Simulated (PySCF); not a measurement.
# CH2AlF3: core ionisation energies

Compound: AlH2(CF3), CH₂AlF₃.
Geometry (PBE0-D3(BJ)/def2-SVP, Å), atoms numbered from 1 in this order:
```
atom  x, y, z in Å
Al1    0.5616    1.0220    0.0695
H2     2.1417    0.9716    0.1066
H3    -0.3017    2.3473    0.0440
C4    -0.4187   -0.7477   -0.0165
F5     0.1969   -1.7386    0.6563
F6    -0.4989   -1.1542   -1.3064
F7    -1.6808   -0.7003    0.4465
```

Computed with PySCF, delta-SCF UKS SCAN, pcX-2 on the ionised atom, pcseg-1 elsewhere, spin-free X2C. Vertical ΔSCF values, vacuum level as zero.

**Question.** List the computed XPS lines with their assignment.

**Answer.** 
```csv
atom(s),environment,level,binding energy (eV),count
Al1,aluminium bonded to C and 2 H,Al 1s,1568.23,1
C4,carbon bonded to Al and 3 F,C 1s,297.02,1
F5/F6/F7,fluorine bonded to C,F 1s,693.57,3
```

**Question.** Express the binding energy of Al 1s of Al1 in atomic units and per mole.

**Answer.** 1568.23 eV = 57.6314 Eh = 151311 kJ/mol.

Topologically equivalent atoms share the value of their first member; where this conformer doesn't relate them by symmetry, their own values could differ. Isolated species at its PBE0-D3(BJ)/def2-SVP geometry, gas phase.
